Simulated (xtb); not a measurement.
A run for xtb: GFN2-xTB on HfCl, 2S+1 = 2, a spin state set in the input, which need not be the lowest, a point of a bond scan (R = 2.199 Å).

```
$ xtb mol.xyz --gfn 2 --sp --chrg 0 --uhf 1
2

Hf     0.00000000     0.00000000     0.00000000
Cl     0.00000000     0.00000000     2.19909800
```

**Question.** Give the final energy of this run.

**Answer.** -5.9445 hartree.
